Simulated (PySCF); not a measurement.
## F4H6N2Si: core ionisation energies

trans-Si(NH3)2F4.
Cartesian coordinates in Å at the PBE0-D3(BJ)/def2-SVP level; atoms count from 1:
```
atom  x, y, z in Å
Si1    0.0022   -0.0030    0.0017
N2    -0.0019   -0.0100    1.9468
H3    -0.3083    0.9016    2.2861
H4     0.9455   -0.1926    2.2777
H5    -0.6306   -0.7351    2.2903
N6     0.0061    0.0024   -1.9436
H7     0.6745    0.6899   -2.2896
H8    -0.9294    0.2346   -2.2768
H9     0.2627   -0.9263   -2.2777
F10    1.6780   -0.0024   -0.0011
F11   -1.6731   -0.0044    0.0052
F12    0.0011    1.6723    0.0018
F13    0.0039   -1.6790    0.0013
```

Level of theory: PySCF, delta-SCF UKS SCAN, pcX-2 on the ionised atom, pcseg-1 elsewhere, spin-free X2C. These are vertical core ionisation energies against the vacuum level, from separate self-consistent calculations with and without the core hole.

**Question.** Give the core binding energies atom by atom.

**Answer.** 
```
        atom(s)    bonded to     level  binding energy (eV)  2p1/2 (eV)  count
            Si1  4 F and 2 N     Si 1s              1849.13           –      1
F10/F11/F12/F13           Si      F 1s               690.75           –      4
          N2/N6   3 H and Si      N 1s               407.70           –      2
            Si1  4 F and 2 N  Si 2p3/2               108.52      109.15      1
```

**Question.** Which photon energy gives electrons from Si 1s of Si1 a kinetic energy of 200 eV, and what is their de Broglie wavelength?

**Answer.** hν = 1849.13 + 200 = 2049.13 eV, recoil neglected; λ = 12.264 Å/√(E/eV) = 0.87 Å.

Topologically equivalent atoms share the value of their first member; where this conformer doesn't relate them by symmetry, their own values could differ. For 2p shells one spin-free hole was relaxed; a mean-field spin–orbit operator and the ground-state splitting of the three 2p orbitals were then diagonalised within the shell. The shell's mean is (2 × 2p3/2 + 2p1/2)/3, and the degeneracies 2j + 1 give areas of 2:1. 2p1/2 minus 2p3/2 (ligand field included): Si 0.63 eV. Isolated species at its PBE0-D3(BJ)/def2-SVP geometry, gas phase.
